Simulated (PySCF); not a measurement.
C3H7BFN, SMILES CB(N)/C=C\F. Atoms are numbered in the order given.

```xyz
13

C     -0.4769    -2.3925     0.0000
B      0.0519    -0.8958     0.0000
N      1.4266    -0.6207     0.0000
C     -1.0010     0.2856     0.0000
C     -0.7418     1.5917     0.0000
F      0.5119     2.0874     0.0000
H     -1.1165    -2.5711     0.8821
H     -1.1165    -2.5711    -0.8821
H      0.3228    -3.1507     0.0000
H      1.7995     0.3199     0.0000
H      2.1254    -1.3528     0.0000
H     -2.0716     0.0499     0.0000
H     -1.4777     2.4043     0.0000
```
Charge 0, spin multiplicity 1.

Coordinates come from a ωB97X-D3(BJ)/def2-SVP optimisation. The structure was generated by enumeration; whether it is a known compound was not checked. The values are those of a single conformer.

Level of theory: PySCF with TDA-CAM-B3LYP/def2-SVPD.

Vertical excitations. Gas-phase values at a fixed geometry. State labels are in the subgroup Cs.

List the lowest excited states. (An estimate is asked for; the answer gives what the named calculation found.)


```
state  symmetry  energy (eV)  λ (nm)      f                                                                 main pairs
-----  --------  -----------  ------  -----  -------------------------------------------------------------------------
S1           A'         6.69     185  0.338                                                             HOMO→LUMO 92 %
S2           A"         6.79     183  0.001                                                           HOMO−2→LUMO 94 %
S3           A"         6.86     181  0.000                                                           HOMO→LUMO+1 86 %
S4           A"         7.49     165  0.058                                       HOMO→LUMO+2 56 %, HOMO−1→LUMO+1 31 %
S5           A'         7.64     162  0.215                                                           HOMO−1→LUMO 91 %
S6           A"         8.12     153  0.006                     HOMO−3→LUMO 58 %, HOMO−1→LUMO+1 12 %, HOMO−4→LUMO 11 %
S7           A"         8.13     152  0.003   HOMO−1→LUMO+1 31 %, HOMO−3→LUMO 21 %, HOMO→LUMO+2 15 %, HOMO→LUMO+4 15 %
S8           A"         8.19     151  0.008                                         HOMO→LUMO+3 62 %, HOMO→LUMO+5 11 %
S9           A'         8.42     147  0.006                                                         HOMO−2→LUMO+1 93 %
S10          A"         8.66     143  0.000  HOMO→LUMO+4 39 %, HOMO−1→LUMO+1 18 %, HOMO→LUMO+3 12 %, HOMO−1→LUMO+4 9 %
T1           A'         3.95     313      0                                                             HOMO→LUMO 85 %
T2           A'         5.97     208      0                                                           HOMO−1→LUMO 77 %
T3           A"         6.31     197      0                                                           HOMO−2→LUMO 89 %
T4           A"         6.70     185      0                                                           HOMO→LUMO+1 81 %
```
Triplets are in the Tamm–Dancoff approximation.
